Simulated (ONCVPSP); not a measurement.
Logarithmic derivatives: holmium (Ho), ONCV

Ho, optimised norm-conserving Vanderbilt (ONCV), made with ONCVPSP 4.0.1 (PBEsol, scalar-relativistic). Core [Kr] 4d10 4f10, reference 5s2 5p6 5d1 6s1.75 (charge +0.25). Waves: 5s+6s: rc 2.25 bohr, ncon 3, nbas 7, qcut 5.1 1/bohr, 2 projectors; 5p: rc 2.20 bohr, ncon 4, nbas 9, qcut 7.1 1/bohr, 2 projectors, debl 1.1 Ha; 5d: rc 2.70 bohr, ncon 4, nbas 9, qcut 6.8 1/bohr, 2 projectors, debl 3.8 Ha. Local part: polynomial inside 2.05 bohr (lpopt 5, dvloc0 2 Ha). Core correction: polynomial model core, fcfact 0.5.

In the p channel the program set the typed energies aside and used -1.127, 0.250 Ha.

The phase is arctan(r·R′/R) of the radial function R(r), unwrapped; energies in Ha, scanned from -4 to 5 Ha. A pole is an energy at which the radial function vanishes at the test radius. The pseudo phase is shifted by a multiple of π to meet the all-electron one at the reference energy, and phase errors are pseudo minus all-electron; the curves can meet again beyond the range given. Levels narrower than the energy grid can be missing from the lists of poles.

**Question.** For each channel, where are the poles, and over which energies does the pseudopotential scatter like the atom?

**Answer.**

```
channel  radius (bohr)  reference energy (Ha)  poles, all-electron  poles, pseudo  unbroken range about the reference energy with phases within 0.05 rad  phase error 1 Ha above the reference energy (rad)
      s           2.29                  -0.21          -1.93, 2.91    -1.93, 2.75                                                              below 3.7                                             -0.004
      p           2.24                  -1.13          -0.79, 4.28    -0.79, 4.66                                                        the whole range                                             +0.000
      d           2.74                  -0.13           0.30, 3.42     0.30, 3.42                                                        the whole range                                             -0.001
```

Note: ghosts flagged at negative energy: p at -364.1 eV; no localised positive-energy state flagged. A true bound ghost makes a file unfit for plane-wave use.

Phases in the d channel:

```
E (Ha)  all-electron  pseudo
 -3.98         1.419   1.419
 -3.50         1.407   1.407
 -3.02         1.391   1.391
 -2.54         1.370   1.370
 -2.06         1.339   1.339
 -1.58         1.291   1.291
 -1.10         1.194   1.194
 -0.62         0.869   0.869
 -0.14        -1.028  -1.028
  0.34        -1.592  -1.592
  0.82        -1.839  -1.839
  1.30        -2.572  -2.576
  1.78        -4.213  -4.215
  2.26        -4.521  -4.521
  2.74        -4.628  -4.628
  3.22        -4.691  -4.691
  3.70        -4.742  -4.742
  4.18        -4.798  -4.798
  4.66        -4.885  -4.886
```
